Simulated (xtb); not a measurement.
C8H12, charge +1, doublet, from a rough starting geometry (a state made from the parent by changing its charge; the spin is typed, not shown lowest); GFN2-xTB run with xtb.

Here is a job for xtb.
```
$ xtb mol.xyz --gfn 2 --chrg 1 --uhf 1 --opt vtight --json

# file mol.xyz
20

C     -0.70291662    -1.74965746    -0.13308448
C      0.71832557    -1.73300038    -0.10947975
C      1.54177592    -0.60571580    -0.53733873
C      1.50651388     0.56492642     0.63243339
C      0.67275041     1.69146697     0.12958957
C     -0.67012140     1.71678928     0.10951030
C     -1.54855558     0.57083821     0.52785710
C     -1.54679621    -0.54707960    -0.51203865
H     -1.17959761    -2.57752945     0.22378703
H      1.18620223    -2.57199552     0.23085200
H      1.17515056    -0.19405423    -1.51513185
H      2.57435523    -0.93592671    -0.72976592
H      2.56293959     0.91663032     0.69107280
H      1.17405405     0.11674416     1.46087423
H      1.20802755     2.60382035    -0.21479984
H     -1.16124782     2.56703738    -0.24300402
H     -1.22860366     0.16751742     1.45993903
H     -2.56419014     0.87198651     0.61661462
H     -1.20923985    -0.16592298    -1.47544556
H     -2.54148681    -0.92656334    -0.66318292
```

**Question.** Write the output that xtb gives for this input, abridged.

**Answer.** 
```
   ID    Z sym.   atoms
    1    6 C      1-8
    2    1 H      9-20

           -------------------------------------------------
          |                Calculation Setup                |
           -------------------------------------------------

           -------------------------------------------------
          |                 G F N 2 - x T B                 |
           -------------------------------------------------

          ...................................................
          :                      SETUP                      :
          :.................................................:
          :  # basis functions                  44          :
          :  # atomic orbitals                  44          :
          :  # shells                           28          :
          :  # electrons                        43          :
          :  max. iterations                   250          :
          :  Hamiltonian                  GFN2-xTB          :
          :  restarted?                      false          :
          :  GBSA solvation                  false          :
          :  PC potential                    false          :
          :  electronic temp.          300.0000000     K    :
          :  accuracy                    1.0000000          :
          :  -> integral cutoff          0.2500000E+02      :
          :  -> integral neglect         0.1000000E-07      :
          :  -> SCF convergence          0.1000000E-05 Eh   :
          :  -> wf. convergence          0.1000000E-03 e    :
          :  Broyden damping             0.4000000          :
          :  net charge                          1          :
          :  unpaired electrons                  1          :
          ...................................................

 iter      E             dE          RMSdq      gap      omega  full diag
   1    -23.0690655 -0.230691E+02  0.442E+00    3.80       0.0  T
   2    -23.0794734 -0.104078E-01  0.267E+00    3.38       1.0  T
   3    -22.9703779  0.109095E+00  0.231E+00    2.57       1.0  T
   4    -23.1027996 -0.132422E+00  0.459E-01    3.65       1.0  T
   5    -23.1037514 -0.951834E-03  0.267E-01    3.61       1.0  T
   6    -23.1052557 -0.150426E-02  0.168E-01    3.65       1.0  T
   7    -23.1057088 -0.453132E-03  0.707E-02    3.65       1.0  T
   8    -23.1058070 -0.982172E-04  0.225E-02    3.64       1.0  T
   9    -23.1058106 -0.360642E-05  0.142E-02    3.64       1.6  T
[...]
 * total energy  :   -22.7211425 Eh     change       -0.4373610E-04 Eh
 * total energy  :   -22.7211858 Eh     change       -0.4330567E-04 Eh
 * total energy  :   -22.7212460 Eh     change       -0.6016647E-04 Eh
 * total energy  :   -22.7212951 Eh     change       -0.4911801E-04 Eh
 * total energy  :   -22.7213258 Eh     change       -0.3070440E-04 Eh
 * total energy  :   -22.7213359 Eh     change       -0.1011711E-04 Eh
 * total energy  :   -22.7213405 Eh     change       -0.4564215E-05 Eh
 * total energy  :   -22.7213420 Eh     change       -0.1473420E-05 Eh
 * total energy  :   -22.7213425 Eh     change       -0.4982661E-06 Eh
 * total energy  :   -22.7213427 Eh     change       -0.1709595E-06 Eh
 * total energy  :   -22.7213426 Eh     change        0.4410690E-07 Eh
 * total energy  :   -22.7213427 Eh     change       -0.4908541E-07 Eh
   *** GEOMETRY OPTIMIZATION CONVERGED AFTER 18 ITERATIONS ***
         :: total energy             -22.721342658848 Eh    ::
[...]
     #   Z sym  total        # sym  WBO       # sym  WBO       # sym  WBO
 ---------------------------------------------------------------------------
     1   6 C    3.947 --     2 C    1.679     8 C    1.090     9 H    0.957
     2   6 C    3.949 --     1 C    1.679     3 C    1.088    10 H    0.945
     3   6 C    3.972 --     2 C    1.088    11 H    0.960    12 H    0.954
                             4 C    0.836
     4   6 C    3.972 --     5 C    1.088    14 H    0.960    13 H    0.954
                             3 C    0.836
     5   6 C    3.949 --     6 C    1.679     4 C    1.088    15 H    0.945
     6   6 C    3.947 --     5 C    1.679     7 C    1.090    16 H    0.957
     7   6 C    3.982 --     6 C    1.090    18 H    0.969    17 H    0.917
                             8 C    0.891
     8   6 C    3.982 --     1 C    1.090    20 H    0.969    19 H    0.917
                             7 C    0.891
     9   1 H    0.990 --     1 C    0.957
    10   1 H    0.989 --     2 C    0.945
    11   1 H    0.993 --     3 C    0.960
    12   1 H    0.989 --     3 C    0.954
    13   1 H    0.989 --     4 C    0.954
    14   1 H    0.993 --     4 C    0.960
    15   1 H    0.989 --     5 C    0.945
    16   1 H    0.990 --     6 C    0.957
    17   1 H    0.987 --     7 C    0.917
    18   1 H    0.991 --     7 C    0.969
    19   1 H    0.987 --     8 C    0.917
    20   1 H    0.991 --     8 C    0.969
 ---------------------------------------------------------------------------

Topologies differ in total number of bonds
Writing topology from bond orders to xtbtopo.mol

molecular dipole:
                 x           y           z       tot (Debye)
 q only:        0.046      -0.021      -0.005
   full:        0.082      -0.021      -0.004       0.216
molecular quadrupole (traceless):
                xx          xy          yy          xz          yz          zz
 q only:        4.659      -0.003       2.905       0.052       0.025      -7.564
  q+dip:        6.527       0.004       2.817       0.064      -2.511      -9.344
   full:        4.628      -0.002       2.885       0.050      -0.654      -7.513

optimized geometry written to: xtbopt.xyz

           -------------------------------------------------
          | TOTAL ENERGY              -22.721342658848 Eh   |
          | GRADIENT NORM               0.000034167309 Eh/α |
          | HOMO-LUMO GAP               3.896233922093 eV   |
           -------------------------------------------------
```
